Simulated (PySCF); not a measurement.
Distorted geometries of [WO3(OH)]−

[WO3(OH)]− (singlet). PySCF 2.14.0, RKS B3LYP, W def2-SVP with ECP60, O def2-SVP, H def2-SVP; non-relativistic Hamiltonian with scalar-relativistic core potentials where named; density fitting; no spin-orbit coupling. Relaxed geometry:

```xyz
6

W     0.0121   -0.0121   -0.0525
O     0.9454    1.0785    0.9643
O    -1.0785   -0.9454    0.9643
O     1.0756   -1.0756   -0.9620
O    -1.0443    1.0443   -1.3221
H    -1.6692    1.6692   -0.9326
```

Task: Order these distorted geometries by energy above the relaxed one, lowest first.
A.
```xyz
6

W     0.0207    0.0398    0.0157
O     1.0006    1.1644    0.6985
O    -0.8419   -0.9752    0.7503
O     1.1177   -0.9342   -0.9729
O    -1.1506    0.8715   -0.9938
H    -1.9055    1.5927   -0.8386
```
B.
```xyz
6

W     0.0848   -0.1114   -0.0459
O     1.0328    1.1802    0.8131
O    -1.2224   -0.8723    0.9390
O     1.0816   -1.1452   -0.8765
O    -0.9956    1.0372   -1.2495
H    -1.7404    1.6706   -0.9210
```
C.
```xyz
6

W     0.0261   -0.0343   -0.0706
O     0.9054    1.1234    1.0074
O    -1.0451   -0.9398    0.9603
O     1.0852   -1.1137   -0.9724
O    -1.0450    1.0448   -1.3733
H    -1.6857    1.6786   -0.8923
```

Result: C (0.16 eV), B (0.77 eV), A (4.21 eV).

Task: Which forces (eV/Å) act in the one that lies 0.77 eV up?

Result: 
```
W   -5.02  6.85  4.04
O   -0.79 -2.04 -0.50
O    1.63  0.07 -0.44
O    3.37 -3.92 -2.88
O   -1.40  0.99  0.31
H    2.21 -1.95 -0.53
```
Forces carry noise of the integration grid, about 0.01 to 0.03 eV/Å.
